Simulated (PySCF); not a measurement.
Cu (SMILES [Cu+]), charge +1, singlet; BHANDHLYP/def2-SVP, TDDFT run with PySCF.

PySCF was given this input:
```python
from pyscf import gto, scf, dft, tdscf

mol = gto.Mole()
mol.atom = '''
    Cu    0.000000    0.000000    0.000000
'''
mol.basis = 'def2-svp'
mol.charge = 1
mol.spin = 0
mol.verbose = 3
mol.build()

mf = dft.RKS(mol)
mf.xc = 'bhandhlyp'
mf.kernel()
td = mf.TDDFT()
td.nstates = 15
td.kernel()
td.analyze()
```

The log (banner, timings and long lists left out):

```
converged SCF energy = -1639.92374476034
Excitation energies (eV)
[3.60473181 3.60473181 3.60473181 3.60473181 3.60473181 9.13042948
 9.13042948 9.13042948 9.13042948 9.13042948 9.13042948 9.13042948
 9.26982357 9.26982357 9.26982357]

** Singlet excitation energies and oscillator strengths **
Excited State   1:      3.60473 eV    343.95 nm  f=0.0000
Excited State   2:      3.60473 eV    343.95 nm  f=0.0000
Excited State   3:      3.60473 eV    343.95 nm  f=0.0000
Excited State   4:      3.60473 eV    343.95 nm  f=0.0000
Excited State   5:      3.60473 eV    343.95 nm  f=0.0000
Excited State   6:      9.13043 eV    135.79 nm  f=0.0000
Excited State   7:      9.13043 eV    135.79 nm  f=0.0000
Excited State   8:      9.13043 eV    135.79 nm  f=0.0000
Excited State   9:      9.13043 eV    135.79 nm  f=0.0000
Excited State  10:      9.13043 eV    135.79 nm  f=0.0000
Excited State  11:      9.13043 eV    135.79 nm  f=0.0000
Excited State  12:      9.13043 eV    135.79 nm  f=0.0000
Excited State  13:      9.26982 eV    133.75 nm  f=0.0000
Excited State  14:      9.26982 eV    133.75 nm  f=0.0000
Excited State  15:      9.26982 eV    133.75 nm  f=0.0000
```
